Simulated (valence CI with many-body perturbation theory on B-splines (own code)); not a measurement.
The numbers below are computed, except where a source is named.
**A CI+MBPT run for Lu³⁹⁺**

Level of theory: relativistic CI+MBPT: four valence electrons over a frozen Dirac-Fock core [Ar] 3d10, a basis of 6 s, 6 p, 5 d, 3 f, 1 g functions for each j, with the one-electron correlation potential Σ1 (screened to all orders), the two-electron term Σ2, the three-electron term Σ3, Breit, model QED; selected single and double excitations, second order for the rest, scaled by the run's own slope (own B-spline code, finite nucleus).

Command, and the settings that its task file holds:

```sh
python run_cv.py task.json out
```

```
atom Lu  Z=71  mass_number=175  rms_radius_fm=5.3700
core [Ar] 3d10
valence 4s2 4p2
avg = 1
basis = S
breit = 1
cap = 10000
capref = 1200
cscale = 1
de = -15.408
dress = 0
eps = 2e-08
extrap = 1
h = 0.27
hh = 1
l2 = 3
lcore = 6
maxit = 60
n2 = 5
natural = 1
nlev = 20
nno = [3, 3, 3, 2, 1]
nroot = 26
nsp = [3, 3, 2, 1, 0]
pt2 = 1
qed = 1
rpa = 1
s1 = 1
s2 = 1
s3 = 1
screen = 1
tol = 2e-05
whole = 1
```

It took 22 s on 1 thread of Arm Neoverse V2, with other jobs on the host.

Log. The first blocks belong to the next ion, which gives the ionisation energy. Fields: 2J, parity (1 odd), roots, reference size, generating configurations, candidates as configurations/state functions, variational space P, stored matrix elements, Davidson steps; e2 is the range of second-order energies in hartree. The first line gives the box (bohr), its intervals, the orbitals and the steps of their self-consistent field. Window is the range of levels sought, series limit the energy at which the first omitted orbital would enter, core excitation an estimate of the first excitation out of the core, left out the lowest levels not solved, and shifts from estimates the range by which levels moved from their first estimate, all in cm⁻¹.

```
rmax 2.9 intervals 57 orbitals 36 references ['4s2 4p2', '4s 4p3', '4s2 4p 4d', '4p4', '4s 4p2 4d'] scf 4 t 0.7
2J=1 par=1 roots 2 ref 23 generators 6 cand 1351/2024 P 606/894 nnz 0 it 0
2J=1 par=1 roots 2 ref 23 generators 9 cand 764/1153 P 797/1160 nnz 0 it 0
   second order: generators 17 cand 1160/1735 e2 -0.00000 -0.00000
reference levels 428, estimated 69, window 2459295 1/cm; series limit 7668633, core excitation 11538872
2J=0 par=0 roots 3 ref 22 generators 11 cand 1557/2586 P 1688/2619 nnz 6.2e+05 it 3
2J=0 par=0 roots 3 ref 22 generators 16 cand 3029/5790 P 2004/3202 nnz 8.4e+05 it 4
   second order: generators 26 cand 4051/8019 e2 -0.00003 -0.00001
2J=2 par=0 roots 3 ref 35 generators 7 cand 3048/12667 P 1104/3539 nnz 1.5e+06 it 4
2J=2 par=0 roots 3 ref 35 generators 14 cand 4016/18547 P 1822/6360 nnz 4.3e+06 it 5
   second order: generators 23 cand 4178/19790 e2 -0.00003 -0.00001
2J=4 par=0 roots 4 ref 55 generators 11 cand 3022/15617 P 1162/3567 nnz 1.4e+06 it 4
2J=4 par=0 roots 4 ref 55 generators 27 cand 5133/33225 P 2282/8866 nnz 7.1e+06 it 5
   second order: generators 37 cand 4494/31904 e2 -0.00005 -0.00002
2J=4 par=1 roots 8 ref 57 generators 21 cand 4729/26939 P 1068/3569 nnz 1.5e+06 it 5
2J=4 par=1 roots 8 ref 57 generators 28 cand 5193/33563 P 2378/9997 nnz 9.1e+06 it 9
   second order: generators 47 cand 5213/36239 e2 -0.00005 -0.00001
2J=2 par=1 roots 6 ref 44 generators 18 cand 4463/20309 P 1255/3561 nnz 1.4e+06 it 4
2J=2 par=1 roots 6 ref 44 generators 26 cand 4814/23116 P 2557/8555 nnz 6.2e+06 it 5
   second order: generators 42 cand 4601/23580 e2 -0.00003 -0.00001
2J=6 par=1 roots 4 ref 53 generators 15 cand 4626/31134 P 1020/3570 nnz 1.6e+06 it 5
2J=6 par=1 roots 4 ref 53 generators 26 cand 5380/38766 P 2207/9539 nnz 8.5e+06 it 8
   second order: generators 37 cand 4628/35687 e2 -0.00004 -0.00002
2J=0 par=1 roots 2 ref 16 generators 6 cand 2928/5164 P 1148/1855 nnz 0 it 3
2J=0 par=1 roots 2 ref 16 generators 13 cand 3136/5697 P 1654/2670 nnz 6.6e+05 it 5
   second order: generators 19 cand 4061/7836 e2 -0.00002 -0.00001
2J=8 par=1 roots 1 ref 37 generators 6 cand 3120/17452 P 643/2627 nnz 1.3e+06 it 4
2J=8 par=1 roots 1 ref 37 generators 9 cand 4140/23990 P 1001/4302 nnz 2.6e+06 it 5
   second order: generators 16 cand 4755/31519 e2 -0.00004 -0.00004
2J=6 par=0 roots 1 ref 40 generators 5 cand 2983/15906 P 933/3552 nnz 1.6e+06 it 4
2J=6 par=0 roots 1 ref 40 generators 10 cand 3767/23745 P 1471/6111 nnz 3.8e+06 it 5
   second order: generators 17 cand 4657/32286 e2 -0.00005 -0.00005
left out: unestimated 3658836, estimated 2752937, shifts from estimates -12 to 15
operators 1.6
```

The Davidson iterations converged.

No measured spectrum was set against this ion. As an estimate, large intervals hold to a few tenths of a per cent, small ones and those within an open d or f shell to about a per cent.

```yaml
Valence_energy: -294.2857 hartree
Ionisation_energy: "1876.7 eV (NIST: 1875 ± 4 eV (theoretical))"
Reference_configurations_for_the_orbitals: 4s2 4p2, 4s 4p3, 4s2 4p 4d, 4p4, 4s 4p2 4d
Radial_orbitals: 36
Box_radius: 2.865 bohr
Largest_variational_space: 9997
Lowest_levels: (4s^2 4p1/2^2) J=0 0, (4s^2 4p1/2 4p3/2) J=1 585110, (4s^2 4p1/2 4p3/2) J=2 617710, (4s^2 4p3/2^2) J=2 1227400, (4s^2 4p3/2^2) J=0 1298200, (4s 4p1/2^2 4p3/2) J=2 1299200, (4s 4p1/2^2 4p3/2) J=1 1410600, (4s^2 4p1/2 4d3/2) J=2 1734700, (4s 4p1/2 4p3/2^2) J=2 [a] 1827400, (4s^2 4p1/2 4d3/2) J=1 1869700, (4s 4p1/2 4p3/2^2) J=3 1882600, (4s^2 4p1/2 4d5/2) J=2 1975100, (4s 4p1/2 4p3/2^2) J=0 1977300, (4s^2 4p1/2 4d5/2) J=3 1987400 cm⁻¹
```

Levels are named by their leading jj configuration (3d3/2^4 stands for four electrons in 3d with j = 3/2), which in mixed levels can hold well under half, so a name can repeat and another be missing. Letters in brackets count levels of one name in rising energy.
